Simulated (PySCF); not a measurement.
C2H7FSi2. Atoms are numbered in the order given.

```xyz
12

F      1.4153     0.9269     0.0000
Si    -0.0370     1.7076     0.0000
C     -1.3862     0.4170     0.0000
C     -1.2143    -0.9285     0.0000
Si     0.4057    -1.9215     0.0000
H     -0.1050     2.5721    -1.2267
H     -0.1050     2.5721     1.2267
H     -2.4247     0.8086     0.0000
H     -2.1320    -1.5501     0.0000
H      1.2263    -1.6530    -1.2295
H      0.0166    -3.3754     0.0000
H      1.2263    -1.6530     1.2295
```

Geometry: PBE-D3(BJ)/def2-SVP. The structure was generated by enumeration; whether it is a known compound was not checked. One conformer was computed; it need not be the lowest.

These are PBE-D3(BJ)/def2-SVP run with PySCF 2.14.0 values and carry that method's errors.

Frequencies are harmonic and unscaled.

```tsv
mode	ν (cm⁻¹)	IR (km/mol)	moving atoms (share of kinetic energy)
1	25	0.1	H 34 %, F 28 %, Si 25 %, C 13 %
2	114	4.5	F 58 %, Si 32 %
3	158	0.1	H 91 %
4	214	2.7	Si 46 %, F 20 %, C 19 %, H 15 %
5	262	0.0	C 59 %, H 40 %
6	452	16.4	C 42 %, H 25 %, Si 25 %
7	478	1.3	H 94 %
8	587	20.2	C 47 %, Si 29 %, H 23 %
9	642	0.7	H 69 %, C 16 %, Si 14 %
10	652	66.1	H 42 %, C 35 %, Si 21 %
11	680	71.1	H 83 %, Si 9 %
12	715	43.9	H 48 %, C 40 %, Si 12 %
13	725	82.6	H 77 %, C 19 %
14	819	15.5	F 52 %, H 28 %, Si 19 %
15	870	100.8	H 86 %, Si 12 %
16	909	119.2	H 95 %
17	917	234.8	H 77 %, Si 17 %
18	923	44.3	H 97 %
19	936	102.0	H 83 %, Si 13 %
20	990	0.3	H 81 %, C 19 %
21	1123	4.6	H 98 %
22	1283	2.6	H 70 %, C 29 %
23	1586	0.6	C 97 %
24	2164	148.0	H 98 %
25	2174	55.8	H 97 %
26	2174	87.1	H 98 %
27	2176	76.4	H 96 %
28	2181	137.4	H 96 %
29	3019	7.1	H 92 %
30	3044	10.4	H 92 %, C 8 %
```
